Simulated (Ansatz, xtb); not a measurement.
# Ranking isomers of C2H8SSeSi

8 gas-phase structures of C2H8SSeSi, from a drawn sample of its isomers (lower ones may exist). Each was relaxed with GFN2-xTB; where two conformers were screened, the lower at r2SCAN-D4/def2-SVP is listed:

A. `CS[SiH2]C[SeH]`, a singlet
B. `CS[SiH2][Se]C`, a singlet
C. `C[Se]CS[SiH3]`, a singlet
D. `CS[Si@H](C)[SeH]`, a singlet
E. `[SiH3]SCC[SeH]`, a singlet
F. `CC[Se][SiH2]S`, a singlet
G. `[SiH3][Se]CCS`, a singlet
H. `CSC[Se][SiH3]`, a singlet

**Question.** Estimate their order in r2SCAN-D4/def2-SVP energy at these geometries, lowest first.

**Answer.** Calculated order at r2SCAN-D4/def2-SVP: D (0.0), F (8.3), B (16.8), A (29.6), G (36.1), H (38.1), E (38.1), C (39.5) kcal/mol. Less than 1 kcal/mol parts H and E, so the order within that pair means little.

Energies above the lowest of each column, in kcal/mol; the last columns are at B3LYP-D3(BJ)/def2-SVP geometries and were run for some of them only (a dash: not run or not comparable):

| structure | GFN2-xTB | HF/STO-3G | r2SCAN-D4/def2-SVP | B3LYP-D3(BJ)/def2-SVP | CCSD(T)/def2-SVP + ΔMP2/def2-TZVPP |
| --- | --- | --- | --- | --- | --- |
| D | 8.0 | 0.0 | 0.0 | 0.0 | 0.0 |
| F | 0.0 | 10.7 | 8.3 | 7.4 | 8.2 |
| B | 5.4 | 9.4 | 16.8 | 13.9 | 13.6 |
| A | 29.4 | 28.9 | 29.6 | – | – |
| G | 18.6 | 30.8 | 36.1 | – | – |
| H | 21.4 | 26.0 | 38.1 | – | – |
| E | 20.8 | 39.3 | 38.1 | – | – |
| C | 22.4 | 33.3 | 39.5 | – | – |

CCSD(T)/def2-SVP + ΔMP2/def2-TZVPP puts D lowest of those it was run on; GFN2-xTB picks F. Flexible structures stand in one conformer each, not always the lowest. Frequencies (GFN2-xTB) were run for B, D, F alone. ΔMP2 is the change of the MP2 energy from the smaller to the larger basis.

Over these structures GFN2-xTB departs from r2SCAN-D4/def2-SVP by 7.4 kcal/mol on average once a common shift is removed. A GFN2-xTB relaxation took about 0.14 s and the r2SCAN-D4/def2-SVP energy about 2.1 s on a shared host (Ansatz 0.2.0, xtb 6.7.1).
